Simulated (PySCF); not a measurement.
Ga(H)(F)(OMe) (CH4FGaO), SMILES C[O][GaH][F]. Geometry: PBE-D3(BJ)/def2-SVP. The structure was generated by enumeration; whether it is a known compound was not checked. One conformer was computed; it need not be the lowest.

All values below come from PySCF with PBE-D3(BJ)/def2-SVP.

Harmonic wavenumbers (cm⁻¹): 95, 105, 126, 252, 434, 551, 610, 694, 1091, 1133, 1160, 1412, 1422, 1427, 1973, 2902, 2982, 3002. Rotational constants (GHz): 16.83, 2.685, 2.351; symmetry number 1.

Q: Work out the zero-point energy and the ideal-gas rigid-rotor harmonic-oscillator thermochemistry at 298.15 K and 1 atm.

A: ZPE = ½ Σ hcν = ½ × 21371 cm⁻¹ = 127.83 kJ/mol. H − E(el) = 146.84 kJ/mol. Entropy in J/(mol K): translation 168.53, rotation 106.77, vibration 58.51, total 333.81. G − E(el) = 47.31 kJ/mol. Cp = 87.87 J/(mol K). Modes under 150 cm⁻¹ make the vibrational entropy uncertain.
